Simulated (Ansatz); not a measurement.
Be(NH2)2 (BeN2H4), 7 atoms. Hardware: 4 threads of Arm Neoverse V1 on a shared host.

Correlated methods freeze 2 core orbitals.

Task: How many basis functions does each of these Ansatz runs have, and roughly what does it cost? HF/STO-3G, charge 0 singlet, energy; PBE-D4/def2-TZVPD, charge 0 singlet, energy, from earlier orbitals; PBE-D4/def2-TZVP, charge 0 triplet at the geometry of the charge 0 singlet, energy, from earlier orbitals; B3LYP-D4/6-31G, charge 0 singlet, energy; r2SCAN-D4/def2-TZVPD, charge 0 singlet, energy, from earlier orbitals; PBE0-D4/def2-TZVP, charge 0 triplet at the geometry of the charge 0 singlet, energy; r2SCAN-D4/def2-TZVP, charge 0 singlet, relaxation, 5 steps; RPA@PBE/def2-TZVP, charge 0 singlet, energy, from earlier orbitals; CCSD(T)/def2-TZVPD, charge 0 singlet, energy, from earlier orbitals; PBE-D4/def2-TZVP, charge 0 singlet, energy and forces, from earlier orbitals; PBE0-D4/def2-TZVPD, charge 0 singlet, energy, from earlier orbitals; CCSD(T)/def2-TZVPP, charge 0 singlet, energy, from earlier orbitals.

Result: Other jobs shared the machine, so times can vary by a factor of up to 3. A dash marks memory too small to be measured apart from the calling script's.

| run | functions | fitting or Cholesky vectors | wall time | peak host memory (GiB) |
| --- | --- | --- | --- | --- |
| HF/STO-3G, charge 0 singlet, energy | 19 | 266 | 0.1 s | – |
| B3LYP-D4/6-31G, charge 0 singlet, energy | 35 | 517 | 0.25 s | – |
| PBE-D4/def2-TZVP, charge 0 singlet, energy and forces, from earlier orbitals | 105 | 627 | 0.55 s | – |
| PBE-D4/def2-TZVPD, charge 0 singlet, energy, from earlier orbitals | 132 | 719 | 0.6 s | – |
| PBE0-D4/def2-TZVPD, charge 0 singlet, energy, from earlier orbitals | 132 | 719 | 0.7 s | – |
| RPA@PBE/def2-TZVP, charge 0 singlet, energy, from earlier orbitals | 105 | 751 | 0.8 s | – |
| PBE-D4/def2-TZVP, charge 0 triplet at the geometry of the charge 0 singlet, energy, from earlier orbitals | 105 | 627 | 0.95 s | – |
| r2SCAN-D4/def2-TZVPD, charge 0 singlet, energy, from earlier orbitals | 132 | 719 | 1.1 s | – |
| PBE0-D4/def2-TZVP, charge 0 triplet at the geometry of the charge 0 singlet, energy | 105 | 627 | 2.2 s | – |
| CCSD(T)/def2-TZVPD, charge 0 singlet, energy, from earlier orbitals | 132 | 963 | 4.8 s | 0.76 |
| CCSD(T)/def2-TZVPP, charge 0 singlet, energy, from earlier orbitals | 137 | 847 | 5.5 s | 0.8 |
| r2SCAN-D4/def2-TZVP, charge 0 singlet, relaxation, 5 steps | 105 | 627 | 5.5 s | – |
